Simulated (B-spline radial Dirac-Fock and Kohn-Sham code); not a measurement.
A summary of the ionisation energies of copper (Z = 29) against charge, from Dirac-Fock ΔSCF + Breit + QED and from the NIST table. The largest relative steps of the computed values, from charge +5 on, come at Cu⁵⁺ (24 electrons left, 80.72 to 106.5 eV); Cu¹¹⁺ (18 electrons left, 264.0 to 367.0 eV); Cu¹⁹⁺ (10 electrons left, 669.9 to 1694.8 eV); Cu²⁷⁺ (2 electrons left, 2586.8 to 11060.9 eV). The median of |NIST − computed| / NIST over the 29 ions is 0.52 %.

| charge | computed (eV) | NIST (eV) |
| --- | --- | --- |
| 0 | 6.56 | 7.72638 |
| 2 | 35.84 | 36.841 |
| 4 | 80.72 | 79.8 |
| 6 | 134.3 | 139 |
| 8 | 195.6 | 198 |
| 10 | 264.0 | 265.33 |
| 12 | 402.2 | 401 |
| 14 | 475.4 | 483.1 |
| 16 | 552.3 | 552.8 |
| 18 | 669.9 | 670.608 |
| 20 | 1808.8 | 1800 |
| 22 | 2045.5 | 2044 |
| 24 | 2293.8 | 2307.3 |
| 26 | 2586.8 | 2586.954 |
| 28 | 11567.7 | 11567.62 |
